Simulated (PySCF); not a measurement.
## Ionisation energy of Cu by level of theory

Cu [Ar] 3d10 4s1 (2S) → Cu⁺ [Ar] 3d10 (1S), as a difference of total energies. Calculation: PySCF 2.14, in pcseg-2 (6s4p3d2f1g, 56 functions); the non-relativistic Hamiltonian (point nucleus). Correlated levels: valence: [Ar] frozen. The calculations carry no spin-orbit coupling.

| method | ionisation energy (eV) | difference from reference (eV) |
| --- | --- | --- |
| UHF | 6.410 | -1.316 |
| MN15 | 7.578 | -0.148 |
| BP86 | 8.242 | +0.516 |
| MP2 (valence) | 7.303 | -0.423 |
| SCS-MP2 (valence) | 7.159 | -0.567 |

Reference: 7.726 eV (measured; NIST Atomic Spectra Database, ionization energies).

These non-relativistic numbers lack the scalar-relativistic shift.

Errors of the correlated levels include the incompleteness of this basis and the frozen core.
